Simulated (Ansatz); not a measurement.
Total energies of N-butyl-N-methylpyrrolidinium bromide (C9H20BrN) from Ansatz at PBE-D4/def2-SVP, gas phase (1 Eh = 27.2114 eV = 2625.5 kJ/mol). The reference geometry is relaxed at PBE-D4/def2-SVP.

```xyz
31

C    -0.281   -2.238    3.607
C    -0.932   -1.736    2.320
C    -0.001   -0.841    1.487
C    -0.730   -0.331    0.254
N     0.101    0.506   -0.700
C     0.678    1.699    0.015
C    -0.785    0.985   -1.845
C     0.194    1.388   -2.947
C     1.475    0.540   -2.694
C     1.178   -0.269   -1.421
H     0.634   -2.832    3.397
H    -0.973   -2.883    4.185
H     0.015   -1.393    4.265
H    -1.263   -2.601    1.701
H    -1.854   -1.160    2.558
H     0.919   -1.411    1.220
H     0.316    0.014    2.120
H    -1.578    0.350    0.540
H    -1.122   -1.172   -0.354
H    -0.191    2.248    0.466
H     1.203    2.336   -0.718
H     1.393    1.344    0.777
H    -1.392    0.106   -2.138
H    -1.472    1.762   -1.420
H     0.419    2.472   -2.906
H    -0.249    1.196   -3.943
H     1.706   -0.144   -3.532
H     2.364    1.186   -2.558
H     2.044   -0.415   -0.750
H     0.743   -1.260   -1.656
Br   -2.558    2.557    0.666
```

```
                 state                    geometry  energy (Eh)
      charge 0 singlet                   reference  -2982.35669
      charge 1 doublet                   reference  -2982.09187
     charge -1 doublet                   reference  -2982.30214
     charge -1 doublet  relaxed at PBE-D4/def2-SVP  -2982.30947
 free C atom (triplet)                           –    -37.75124
 free N atom (quartet)                           –    -54.46658
 free H atom (doublet)                           –     -0.49863
free Br atom (doublet)                           –  -2573.40726
```

Q: Work out the vertical ionisation energy to the doublet.

A: E(charge 1 doublet) − E(charge 0 singlet) = -2982.09187 − (-2982.35669) = 0.26482 Eh = 7.21 eV. For comparison, −ε of the highest occupied level is 3.68 eV at this level, 3.53 eV less.

Q: Work out the vertical electron affinity, to the doublet.

A: E(charge 0 singlet) − E(charge -1 doublet) = -2982.35669 − (-2982.30214) = -0.05455 Eh = -1.48 eV; negative, so the extra electron isn't bound. The basis lacks diffuse functions, which makes affinities too small.

Q: Give the fundamental gap IE − EA, the Mulliken electronegativity (IE + EA)/2 and the hardness (IE − EA)/2.

A: From the values in Eh: IE − EA = 0.26482 − (-0.05455) = 0.31937 Eh = 8.69 eV; (IE + EA)/2 = 2.86 eV; (IE − EA)/2 = 4.35 eV. The HOMO–LUMO gap of the same run is 3.31 eV, 5.38 eV smaller than the fundamental gap.

Q: How much does the charge -1 doublet relax, and what is the adiabatic electron affinity?

A: Relaxation: -2982.30214 − (-2982.30947) = 0.00733 Eh = 0.20 eV. Adiabatic electron affinity: -0.04722 Eh = -1.28 eV, without zero-point energy. 

Q: What is the binding energy per atom against free atoms?

A: Atoms: 9 × (-37.75124) + 1 × (-54.46658) + 20 × (-0.49863) + 1 × (-2573.40726) = -2977.60760 Eh. Binding: -2977.60760 − (-2982.35669) = 4.74909 Eh = 129.23 eV, or 4.17 eV for each of 31 atoms (no zero-point energy, no counterpoise term).

At PBE-D4/def2-SVP the highest occupied level of the charge -1 doublet lies above zero (up to 3.37 eV). By energy differences it is unbound by 1.48 eV (vertical, against the charge 0 singlet, at PBE-D4/def2-SVP) and held by the finite basis. At PBE-D4/def2-SVP the highest occupied level of the relaxed charge -1 doublet lies above zero (up to 2.98 eV). By energy differences it is unbound by 1.29 eV (each at its own geometry, against the charge 0 singlet, at PBE-D4/def2-SVP) and held by the finite basis.
